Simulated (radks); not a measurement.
Task: Er55+, configuration [Ne] 3s2 3p1 (the NIST ground configuration). Calculated with a radial shooting solver on a logarithmic mesh with Libxc functionals: Dirac Kohn-Sham, LB94 model potential, spin-unpolarised, spherical densities, finite nucleus; open shells fill j = l - 1/2 first; Fermi nuclear charge, rms radius 5.2516 fm. Some entries of the table are withheld. Estimate them.

orbital,occ.,eigenvalue (eV),<r> (bohr),<1/r> (bohr^-1)
1s1/2,2,-61795.17,0.02033,(1)
2s1/2,2,-13759.20,(2),18.93
2p1/2,2,-13361.90,(3),18.89
2p3/2,4,-12411.20,(4),16.39
3s1/2,2,-5601.645,0.2043,7.681
3p1/2,1,-5462.592,0.1919,7.634
3p3/2,0,-5209.167,0.2024,6.952

Result: 
(1) 1s1/2 <1/r> (bohr^-1): 77.64
(2) 2s1/2 <r> (bohr): 0.08462
(3) 2p1/2 <r> (bohr): 0.07029
(4) 2p3/2 <r> (bohr): 0.07728
